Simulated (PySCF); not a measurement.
C₂H₅O₂, SMILES COC=[OH+], charge +1.

Geometry: B3LYP-D3(BJ)/def2-SVP. The isomer is the one that the SMILES or the coordinates give; other isomers of the formula were not compared. Other conformers were not sampled.

Two levels are set side by side: PBE/def2-TZVPD (PySCF) and PBE0/def2-TZVPD (PySCF). Same geometry, gas phase. Differences are taken from unrounded values.

| quantity | PBE |
|---|---|
| orbital gap (eV) | 6.22 |
| highest occupied level (eV) | -14.91 |
| lowest empty level (eV) | -8.69 |
| mean polarisability (bohr³) | 31.5 |

Task: These are the PBE values. What does PBE0 give? (An estimate is asked for; the answer gives what the named calculation found.)

Result: 
```json
[
 {"quantity": "orbital gap (eV)", "PBE0": "8.90", "PBE minus PBE0": "-2.68"},
 {"quantity": "highest occupied level (eV)", "PBE0": "-16.42", "PBE minus PBE0": "1.51"},
 {"quantity": "lowest empty level (eV)", "PBE0": "-7.53", "PBE minus PBE0": "-1.17"},
 {"quantity": "mean polarisability (bohr³)", "PBE0": "30.4", "PBE minus PBE0": "1.1"}
]
```

PBE's occupied levels lie high since its potential decays too fast outside the molecule; exact exchange lowers them and widens the gap. Loosely held outer electrons make PBE densities more polarisable. Differences between two approximate levels are no errors against the true value.

Rough cost on one machine, each run with all the roots and properties that it gave: PBE0 against PBE within a factor of 2.
